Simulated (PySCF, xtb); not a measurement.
Se(SH)(GeH3) (GeH4SSe), SMILES [Se]([GeH3])S. The values are those of a single conformer.

Harmonic wavenumbers (cm⁻¹) from GFN2-xTB (xtb) at its own minimum, in rising order: 75, 86, 181, 256, 381, 451, 457, 726, 754, 807, 840, 1919, 2008, 2043, 2366.

### Question
What does PBE0-D3(BJ)/def2-SVP (PySCF 2.14.0) give at its own minimum? (Estimate from the structure and the level; the computed values follow.)

### Answer
103, 124, 266, 286, 400, 531, 544, 813, 829, 864, 880, 2152, 2166, 2176, 2685. Paired by order, the mean absolute difference is 98 cm⁻¹ and the zero-point energies are 19.1 and 21.2 kcal/mol.
